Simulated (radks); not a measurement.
Spherical jellium clusters: N electrons in a uniform positive sphere of charge N and radius rs N^(1/3), rs = 2.11 bohr. Calculated with a radial shooting solver with Libxc functionals: non-relativistic Kohn-Sham, LDA (Slater exchange, Perdew-Wang correlation), spin-polarised, spherical densities. Levels are named by radial order and angular momentum (1s, 1p, 1d, 2s, ...), and open shells are averaged over m. Each electron was tried in the lowest free levels, single moves between levels near the top were tried too, and the lowest total energy was kept; such a search can miss a lower state. Energies include the self-energy of the background; IP and EA are vertical (highest electron removed, lowest free level filled), at fixed background; spill-out counts the electrons outside the background radius R, and alpha is the static dipole polarisability from linear response (closed shells only). A dash means not computed or, for alpha, an open shell; in EA it means that no bound solution was reached, which is typical of self-interaction and does not show that the anion is unstable. Real open-shell clusters deform, which this model forbids.

| N | open shells | 2S | E(N+1) + E(N-1) - 2E(N) (eV) | IP (eV) | -e(HOMO) (eV) | alpha/R^3 |
|---|---|---|---|---|---|---|
| 1 | 1s(up 1, down 0) | 1 | - | - | 4.282 | - |
| 2 | none | 0 | 2.868 | 8.373 | 5.131 | 2.510 |
| 3 | 1p(up 1, down 0) | 1 | -1.042 | 4.791 | 2.412 | - |
| 4 | 1p(up 2, down 0) | 2 | -1.067 | 6.091 | 3.492 | - |
| 5 | 1p(up 3, down 0) | 3 | 0.320 | 6.932 | 4.274 | - |
| 6 | 1p(up 3, down 1) | 2 | -0.901 | 6.326 | 3.917 | - |
| 7 | 1p(up 3, down 2) | 1 | -0.706 | 7.063 | 4.600 | - |
| 8 | none | 0 | 3.413 | 7.581 | 5.114 | 1.986 |
| 9 | 2s(up 1, down 0) | 1 | -0.407 | 3.990 | 2.307 | - |
| 10 | 1d(up 2, down 0) | 2 | -0.578 | 4.592 | 2.518 | - |
| 11 | 1d(up 3, down 0) | 3 | -0.493 | 5.119 | 3.025 | - |
| 12 | 1d(up 4, down 0) | 4 | -0.453 | 5.556 | 3.455 | - |
| 13 | 1d(up 5, down 0) | 5 | 0.218 | 5.924 | 3.824 | - |
| 14 | 1d(up 5, down 0) 2s(up 1, down 0) | 6 | 0.096 | 5.611 | 3.703 | - |
| 15 | 1d(up 5, down 1) 2s(up 1, down 0) | 5 | -0.527 | 5.661 | 3.690 | - |
| 16 | 1d(up 5, down 3) | 2 | -0.469 | 6.031 | 4.035 | - |
| 17 | 1d(up 5, down 4) | 1 | -0.328 | 6.323 | 4.333 | - |
| 18 | none | 0 | 0.192 | 6.577 | 4.595 | 1.755 |
| 19 | 2s(up 1, down 0) | 1 | 0.209 | 6.311 | 4.417 | - |
| 20 | none | 0 | 2.360 | 6.148 | 4.315 | 1.817 |
| 21 | 1f(up 1, down 0) | 1 | -0.310 | 3.865 | 2.087 | - |
| 22 | 1f(up 2, down 0) | 2 | -0.297 | 4.183 | 2.407 | - |
| 23 | 1f(up 3, down 0) | 3 | -0.283 | 4.466 | 2.692 | - |
| 24 | 1f(up 4, down 0) | 4 | - | 4.721 | 2.950 | - |

All shells are closed at N = 2, 8, 18, 20 (there: 1s2 1p6 1d10 2s2); the second difference of the energy has clear peaks (12 % above both neighbours; the first and last values, which can be the largest, are not judged, and half-filled shells can peak too) at N = 5, 8, 13, 20.
